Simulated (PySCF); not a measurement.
Vertical excitations of a molecule C4H9B from TDDFT-PBE0/def2-SVPD (PySCF), as energy in eV (oscillator strength): 5.43 (0.001), 5.60 (0.001), 6.16 (0.338), 7.40 (0.001), 7.50 (0.029), 7.73 (0.002), 7.96 (0.049), 8.04 (0.082), 8.09 (0.005), 8.30 (0.013). Lowest triplet (TDA): 3.69 eV. Coordinates come from a B3LYP-D3(BJ)/def2-SVP optimisation. One conformer was computed; it need not be the lowest.

Which molecule gave these data?
A. C=CCBC
B. C=CB(C)C
C. C=CBCC

B, C=CB(C)C
